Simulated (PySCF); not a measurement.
Harmonic spectrum computed at PBE0 in the def2-TZVP basis family (core potentials from Rb on, PySCF, no spin–orbit coupling):

| symmetry | ω (cm⁻¹) | IR (km/mol, summed over degenerate members) |
| --- | --- | --- |
| πu | 100 | 8.9 |
| σg+ | 356 | 0.0 |
| σu+ | 410 | 55.5 |

Question: Which molecule gave it? In each, all ligands are bound to the one heavy central atom.
A. HgCl₂ (singlet)
B. TlCl₂ (doublet)
C. PbCl₂ (singlet)
D. InCl₂ (doublet)

Answer: A. It has D∞h symmetry with Hg–Cl 2.258 Å (×2).
